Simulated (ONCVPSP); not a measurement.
## Varying the ONCV potential for Kr (Z = 36)

Base potential:

| Property | Result |
| --- | --- |
| Element | krypton |
| Generator | ONCVPSP 4.0.1 |
| Type | optimised norm-conserving Vanderbilt (ONCV) |
| Functional | LDA (Perdew-Wang 92) |
| Relativity | scalar-relativistic |
| Frozen core | [Ar] 3d10 |
| Valence charge | 8 |
| Reference configuration | 4s2 4p6 |
| Partial waves | 4s: rc 1.45 bohr, ncon 3, nbas 7, qcut 4.6 1/bohr, 3 projectors, debl 3.7 Ha; 4p: rc 1.20 bohr, ncon 4, nbas 7, qcut 7 1/bohr, local; d scattering state at 0.04 Ha: rc 1.20 bohr, ncon 3, nbas 8, qcut 7.5 1/bohr, 2 projectors, debl 3.9 Ha |
| Local potential | the p channel |
| Core correction | Teter function, fcfact 4, rcfact 1.2 |

All-electron outer shells of the reference configuration (LDA (PZ), scalar-relativistic, ld1.x):

| shell | level (eV) | outermost node (bohr) | outermost maximum (bohr) |
| --- | --- | --- | --- |
| 3p | -194.91 | 0.20 | 0.46 |
| 3d | -81.71 | – | 0.41 |
| 4s | -23.22 | 0.64 | 1.34 |
| 4p | -9.39 | 0.67 | 1.55 |

Cutoffs, loose and tight: the cutoffs (Ha) at which the residual kinetic energy of the hardest occupied pseudo-wave falls to 1 and 0.1 mHa per electron. They do not see the model core or the augmentation charge, which bear on the density cutoff. Test errors are all-electron minus pseudo excitation energies from the reference, over the configurations 4s2 4p5; 4s2 4p4; 4s2 4p3; 4s2 4p2. A dash means not determined; rows that change the core or the reference have their own tests.

A true bound ghost makes a file unfit for plane-wave use even where its test errors are small: the radial tests pick states by their node count and pass the ghost by.

| change | outcome | cutoff, loose | cutoff, tight | bound ghosts | GHOST(+) flags above zero | largest test error (meV) |
| --- | --- | --- | --- | --- | --- | --- |
| base | generated | 73 Ha | 102 Ha | d | s | +85 |
| s: qcut 3.1; p: qcut 4.8; d: qcut 5.1 | generated | – | – | s, d | s | +111 |
| s: qcut 3.6; p: qcut 5.5; d: qcut 5.9 | generated | 81 Ha | 104 Ha | d | s | +102 |
| s: qcut 4; p: qcut 6.1; d: qcut 6.5 | generated | 80 Ha | 103 Ha | d | s | +95 |
| s: qcut 4.5; p: qcut 6.9; d: qcut 7.4 | generated | 75 Ha | 102 Ha | d | s | +86 |
| s: qcut 5.7; p: qcut 8.7; d: qcut 9.4 | generated | 35 Ha | 92 Ha | d | s | +73 |
| s: qcut 6; p: qcut 9.2; d: qcut 9.9 | failed: ERROR pspot: first pseudo wave function has node, program will stop | – | – | – | – | – |
| s: qcut 6.7; p: qcut 10.2; d: qcut 10.9 | failed: ERROR pspot: first pseudo wave function has node, program will stop | – | – | – | – | – |

What comes out with this change to the base: s: qcut 5.2; p: qcut 7.9; d: qcut 8.4?

outcome: generated; cutoff, loose: 38 Ha; cutoff, tight: 99 Ha; bound ghosts: d; GHOST(+) flags above zero: s; largest test error (meV): +77.
